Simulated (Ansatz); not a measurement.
A relaxation, step by step

AlH₆O₃F, closed shell, PBE0-D4/def2-TZVP (Ansatz 0.2.0). Settings:

```yaml
hamiltonian: {xc: pbe0, dispersion: d4}
relax: {f_tol: 0.005, max_steps: 200}
```

Start, a step off a saddle point along its unstable mode:

```
11
angstrom
Al -0.5657 -0.1029 -0.1333
H -0.1678 -1.4013 -0.9861
O -0.8055 1.2182 -1.2127
O -1.4265 -0.5491 1.2723
H 1.5338 0.8036 1.0108
O 0.6473 1.1344 0.8395
H 1.1940 -1.4357 -0.3971
F 1.8079 -1.1483 0.1280
H -1.1240 1.0307 -2.1170
H -1.7994 -1.4626 1.3274
H 0.7061 1.9129 0.2681
```

| step | energy less the last (meV) | largest force component (eV/Å) |
| --- | --- | --- |
| 1 | 745.4 | 5.072 |
| 2 | 337.6 | 0.711 |
| 3 | 283.0 | 1.870 |
| 4 | 220.6 | 1.209 |
| 5 | 146.7 | 0.776 |
| 6 | 82.2 | 0.408 |
| 7 (rejected trial) | 97.1 | 0.623 |
| 8 | 61.8 | 0.190 |
| 9 | 44.6 | 0.283 |
| 10 | 26.6 | 0.472 |
| 11 (rejected trial) | 63.5 | 0.892 |
| 12 | 8.3 | 0.206 |
| 13 | 8.3 | 0.149 |
| 14 (rejected trial) | 31.1 | 0.695 |
| 15 | 2.1 | 0.092 |
| 16 | 0.7 | 0.079 |
| 17 | 0.2 | 0.064 |
| 18 | 0.1 | 0.033 |
| 19 | 0.0 | 0.005 |
| 20 | 0.0 | 0.006 |
| 21 (rejected trial) | 0.0 | 0.007 |
| 22 | 0.0 | 0.002 |

Step 2, positions (Å) and forces (eV/Å):

```tsv
atom	x	y	z	Fx	Fy	Fz
Al1	-0.612	-0.067	-0.126	-0.157	0.244	0.158
H2	-0.170	-1.364	-0.991	0.342	-0.062	0.113
O3	-0.885	1.255	-1.201	-0.209	-0.066	-0.233
O4	-1.490	-0.538	1.262	-0.202	-0.362	-0.071
H5	1.516	0.778	0.996	0.049	-0.099	0.000
O6	0.639	1.140	0.823	-0.056	-0.176	-0.196
H7	1.314	-1.553	-0.361	-0.637	-0.098	-0.404
F8	1.998	-1.190	0.160	0.711	0.128	0.414
H9	-1.190	1.073	-2.093	0.054	0.136	0.242
H10	-1.845	-1.433	1.302	0.107	0.394	0.007
H11	0.723	1.899	0.229	-0.003	-0.040	-0.029
```

Step 9, positions (Å) and forces (eV/Å):

```
atom       x       y       z      Fx      Fy      Fz
 Al1  -0.706  -0.031  -0.104   0.069   0.123  -0.024
  H2   0.147  -1.297  -0.698   0.009  -0.033   0.048
  O3  -0.978   1.245  -1.222  -0.134  -0.181  -0.182
  O4  -1.830  -0.452   1.104  -0.025  -0.176  -0.097
  H5   1.553   0.399   0.718  -0.014   0.061   0.008
  O6   0.733   0.941   0.751  -0.054   0.005  -0.047
  H7   1.487  -1.303  -0.242   0.071   0.058   0.062
  F8   2.316  -1.045   0.190  -0.114  -0.073  -0.087
  H9  -1.523   1.161  -2.007   0.137   0.088   0.283
 H10  -2.070  -1.362   1.280   0.050   0.170   0.009
 H11   0.870   1.745   0.231   0.004  -0.044   0.027
```

Step 19, positions (Å) and forces (eV/Å):

```csv
atom,x,y,z,Fx,Fy,Fz
Al1,-0.671,-0.092,-0.168,-0.001,0.000,-0.005
H2,0.215,-1.394,-0.595,0.001,0.003,0.003
O3,-0.870,1.136,-1.345,-0.001,-0.001,0.001
O4,-1.970,-0.435,0.874,-0.001,0.001,0.002
H5,1.581,0.417,0.690,0.000,-0.002,-0.001
O6,0.726,0.896,0.738,0.003,-0.004,0.004
H7,1.549,-1.316,-0.215,0.003,0.003,-0.001
F8,2.391,-1.027,0.164,-0.004,-0.001,0.001
H9,-1.702,1.329,-1.771,0.001,-0.002,0.002
H10,-2.060,-1.250,1.361,0.000,0.000,-0.001
H11,0.810,1.736,0.267,-0.001,0.002,-0.003
```

Last step (22):

Al1  (-0.671, -0.092, -0.168)
H2  (0.216, -1.393, -0.596)
O3  (-0.871, 1.136, -1.344)
O4  (-1.969, -0.434, 0.875)
H5  (1.581, 0.416, 0.690)
O6  (0.727, 0.897, 0.737)
H7  (1.549, -1.315, -0.214)
F8  (2.390, -1.028, 0.167)
H9  (-1.704, 1.328, -1.770)
H10  (-2.061, -1.251, 1.359)
H11  (0.812, 1.735, 0.264)
(Å)

The run took about 29 s on 8 CPU threads of an Arm Neoverse V2 (shared host).
